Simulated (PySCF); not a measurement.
C2H11NOSi2.
InChI=1S/C2H11NOSi2/c1-3(2)6-4-5/h6H2,1-2,5H3

Level: CAM-B3LYP/def2-SVPD in PySCF, non-relativistic, on one gas-phase PBE0-D3(BJ)/def2-SVP geometry that isn't relaxed in the solvent. The solvent is an IEF-PCM continuum (van der Waals radii × 1.2), and excitations are vertical TDDFT with non-equilibrium linear response and a frozen core. Specific hydrogen bonds and non-electrostatic terms are outside this model.

Gas-phase singlets (H = HOMO, L = LUMO):

| state | E (eV) | λ (nm) | f | leading configurations |
| --- | --- | --- | --- | --- |
| S1 | 6.047 | 205 | 0.009 | H→L 80% |
| S2 | 6.634 | 187 | 0.072 | H→L+1 52%, H→L+2 28%, H→L 10% |
| S3 | 7.077 | 175 | 0.005 | H→L+4 71%, H→L+3 16% |
| S4 | 7.159 | 173 | 0.007 | H→L+5 44%, H→L+3 35% |
| S5 | 7.456 | 166 | 0.019 | H→L+5 33%, H→L+3 28%, H→L+4 15% |

Task: Give the list for chloroform (ε = 4.711), n² = 2.09.

Result: 
```tsv
state	E (eV)	λ (nm)	f	leading configurations	change by rank (eV)
S1	6.027	206	0.014	H→L 74%, H→L+1 9%	-0.020
S2	6.535	190	0.085	H→L+1 46%, H→L+2 32%, H→L 14%	-0.099
S3	7.053	176	0.010	H→L+4 78%	-0.024
S4	7.115	174	0.003	H→L+3 50%, H→L+5 18%, H→L+4 9%	-0.044
S5	7.399	168	0.022	H→L+5 48%, H→L+3 34%	-0.057
```

Task: How do the frontier levels move from gas to chloroform?

Result: 
```
orbital  gas (eV)  solvent (eV)  change (eV)
 LUMO+2      1.67          1.75        +0.08
 LUMO+1      1.28          1.36        +0.08
   LUMO      0.95          1.02        +0.07
   HOMO     -8.00         -7.86        +0.14
 HOMO-1     -9.93         -9.92        +0.01
 HOMO-2    -10.29        -10.28        +0.01
 HOMO-3    -11.00        -10.95        +0.05
```

The HOMO–LUMO gap goes from 8.96 to 8.89 eV.

On Intel Xeon at 2.50 GHz, one thread, shared host with 64 logical CPUs at a one-minute load of 58, this took 97 s of wall time and 1.2 GiB of memory at its peak. This is the whole response run at CAM-B3LYP/def2-SVPD in chloroform, SCF included.

Conformer computed: `[CH3:1][N:2]([CH3:3])[SiH2:4][O:5][SiH3:6]`: C1–N2–Si4–O5 79°, N2–Si4–O5–Si6 53°.
